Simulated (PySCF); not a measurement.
**Zn(2+): interval between two levels**

Zn(2+) [Ar] 3d10 → Zn(2+) [Ar] 3d9 4s1 [3D3, M_J = 3], as a difference of total energies. Calculation: PySCF 2.14, in x2c-TZVPall-2c with one added diffuse shell each of s, p, d type (7s8p5d1f, 63 functions); the two-component X2C-1e Hamiltonian. Correlated levels: [Ne] frozen; the 6 highest virtual spinors dropped. "Screened" scales the spin-orbit matrix elements by Boettger's factors to mimic the two-electron term; Breit and QED terms are absent.

| method | interval between two levels (cm⁻¹) |
| --- | --- |
| GHF (spin-free) | 66204 |
| GMP2 (spin-free) | 84529 |
| GHF (screened spin-orbit) | 65034 |
| GMP2 (screened spin-orbit) | 83351 |

The labels give the starting determinants; with spin-orbit coupling the two ends relaxed to ⟨J²⟩ = 0.00, ⟨L²⟩ = 0.00, ⟨S²⟩ = 0.00 and ⟨J²⟩ = 12.00, ⟨L²⟩ = 6.01, ⟨S²⟩ = 2.00.
